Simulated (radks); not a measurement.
Task: All-electron atom: the hafnium ion Hf25+ in [Kr] 4d10 4f1. All-electron calculation, scalar-relativistic Kohn-Sham, PBE, spin-polarised, spherical densities, finite nucleus; open shells are filled with parallel spins first (spin-orbit coupling, left out, can overturn this in heavy ions); Fermi nuclear charge, rms radius 5.347 fm. Program: a radial shooting solver on a logarithmic mesh with Libxc functionals. Some entries of the table are withheld. Estimate them.

| orbital | occ. | eigenvalue (eV) | r(max) (bohr) | <r^2> (bohr^2) |
|---|---|---|---|---|
| 1s down | 1 | -66063.43 | 0.01190 | 0.0004952 |
| 1s up | 1 | -66063.43 | 0.01190 | 0.0004952 |
| 2s up | 1 | -11966.48 | 0.06808 | 0.007648 |
| 2s down | 1 | -11966.45 | 0.06808 | 0.007648 |
| 2p up | 3 | -10606.25 | 0.05568 | 0.006291 |
| 2p down | 3 | -10606.23 | 0.05568 | 0.006291 |
| 3s up | 1 | -3355.218 | 0.1921 | 0.04953 |
| 3s down | 1 | -3354.143 | 0.1921 | 0.04951 |
| 3p up | 3 | -2948.478 | 0.1897 | 0.05008 |
| 3p down | 3 | -2947.403 | 0.1897 | 0.05005 |
| 3d up | 5 | -2467.600 | 0.1547 | 0.04155 |
| 3d down | 5 | -2466.784 | 0.1547 | 0.04152 |
| 4s up | 1 | -1261.951 | 0.4266 | 0.2227 |
| 4s down | 1 | -1260.239 | 0.4267 | 0.2228 |
| 4p up | 3 | -1119.745 | 0.4426 | 0.2433 |
| 4p down | 3 | -1118.105 | 0.4427 | 0.2434 |
| 4d up | 5 | -938.7896 | 0.4446 | 0.2580 |
| 4d down | 5 | -937.1678 | 0.4447 | 0.2583 |
| 4f up | 1 | -743.3824 | (1) | 0.2465 |
| 4f down | 0 | -741.5847 | (2) | 0.2470 |

Result: 
(1) 4f up r(max) (bohr): 0.3894
(2) 4f down r(max) (bohr): 0.3896
